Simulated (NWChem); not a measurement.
System: VH₂O₃F; SMILES [O]=[V]([OH])([OH])[F]

NWChem input:

```
start job
memory heap 200 mb stack 900 mb global 1100 mb
geometry units angstroms
  V     -0.001844    -0.024219    -0.034907
  O      1.341926    -0.496426    -0.561291
  F      0.328603     0.889359     1.304570
  O     -0.718196     0.882955    -1.158763
  H     -0.833964     1.324220    -2.003478
  O     -0.885823    -1.308089     0.377316
  H     -1.106294    -2.235389     0.492065
end
basis spherical
  * library def2-svp
end
dft
  xc xpbe96 cpbe96
  disp vdw 4
  iterations 150
end
driver
  maxiter 120
end
task dft optimize
task dft freq
```

The level has its own optimisation; frequencies are unscaled. Brackets give each atom's bonded neighbours.

Task: Predict the main results of this run. (PBE-D3(BJ)/def2-SVP.) Quantities: r O–V [O(V)–V(FOOO)] (Å); r F–V (Å); r O–V [O(HV)–V(FOOO)] (Å); r H–O (Å); highest harmonic frequency (cm⁻¹); lowest (cm⁻¹); zero-point energy (kcal/mol); dipole (D).

Result: The r O–V [O(V)–V(FOOO)] (Å) is 1.571, the r F–V (Å) is 1.738 and the r O–V [O(HV)–V(FOOO)] (Å) is 1.764. The r H–O (Å) comes out as 0.977, the highest harmonic frequency (cm⁻¹) comes out as 3732 and the lowest (cm⁻¹) is 220. The zero-point energy (kcal/mol) is 20.2 and the dipole (D) comes out as 2.22.
